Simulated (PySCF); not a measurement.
Te(GeH3)(OSiH3) (GeH6OSiTe), SMILES [GeH3][Te]O[SiH3].

The structure is a stationary point at PBE-D3(BJ)/def2-SVP. The structure was generated by enumeration, and PubChem lists no compound with its InChIKey, so it may never have been made. The def2 effective core potentials stand for the cores of Te; spin–orbit coupling is left out. The values are those of a single conformer.

All values below come from PBE-D3(BJ)/def2-SVP in PySCF.

Frequencies are harmonic and unscaled.

Computed harmonic wavenumbers and intensities:
```
mode  ν (cm⁻¹)  IR (km/mol)  moving atoms (share of kinetic energy)
----  --------  -----------  --------------------------------------
1           50          0.2       Si 40 %, Ge 22 %, H 19 %, Te 11 %
2           71          0.3                          H 77 %, O 13 %
3           83          0.6                          H 65 %, O 21 %
4          138          0.5        Si 45 %, O 24 %, H 16 %, Te 14 %
5          153          2.6                          H 58 %, O 36 %
6          225          1.3                        Ge 59 %, Te 38 %
7          460          1.5                                  H 82 %
8          470         20.0         O 57 %, H 23 %, Si 11 %, Te 9 %
9          482          4.2                                  H 95 %
10         682         23.1                          H 84 %, Si 9 %
11         691         43.9                 H 77 %, O 13 %, Si 10 %
12         752        299.8                                  H 94 %
13         827         24.1                                  H 98 %
14         845         36.9                          H 78 %, O 15 %
15         855        188.5                 O 54 %, H 26 %, Si 19 %
16         897         62.9                                  H 96 %
17         910        111.7                                  H 95 %
18         949        238.8                                  H 92 %
19        2068         68.6                                 H 100 %
20        2092         80.1                                  H 98 %
21        2093         73.9                                  H 98 %
22        2145         78.2                                  H 97 %
23        2151        125.7                                  H 96 %
24        2178        124.0                                  H 96 %
```
